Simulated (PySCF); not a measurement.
Electronic structure of Sr⁺ (strontium, charge +1) at the BP86 level

Configuration: [Kr] 5s1, 2S determinant. All numbers are calculated (PySCF 2.14, scalar relativity by spin-free X2C-1e, in aug-cc-pVDZ-X2C (7s6p4d, 45 functions)).

```
Total energy                        : -3179.43 hartree
One-electron energy                 : -4387.94 hartree
Hartree (Coulomb) energy            : 1314.64 hartree
Exchange-correlation energy         : -106.14 hartree
⟨S²⟩                                : 0.7501
⟨L²⟩                                : 0.000
Sum of ⟨r⟩                          : 26.33 bohr
Sum of ⟨r²⟩                         : 43.98 bohr²
Langevin diamagnetic susceptibility : -34.8 ×10⁻⁶ cm³/mol
Time after the integrals            : 0.28 s of wall time on 1 thread of Intel(R) Xeon(R) 6975P-C (shared host)
```

```tsv
shell	electrons	mean orbital energy (hartree)	rms radius, mean of both spins (bohr)
1s α	1	-585.34410	0.0450
1s β	1	-585.34366	0.0450
2s α	1	-79.49854	0.187
2s β	1	-79.49822	0.187
2p α	3	-70.68176	0.166
2p β	3	-70.68146	0.166
3s α	1	-12.50583	0.526
3s β	1	-12.50528	0.526
3p α	3	-9.65902	0.538
3p β	3	-9.65844	0.538
3d α	5	-4.95528	0.548
3d β	5	-4.95464	0.548
4s α	1	-1.75281	1.45
4s β	1	-1.75039	1.45
4p α	3	-1.08656	1.68
4p β	3	-1.08262	1.68
5s α	1	-0.32706	4.17
```

Densities and radii are taken from the X2C orbitals without a picture-change correction, which distorts them close to the nucleus.
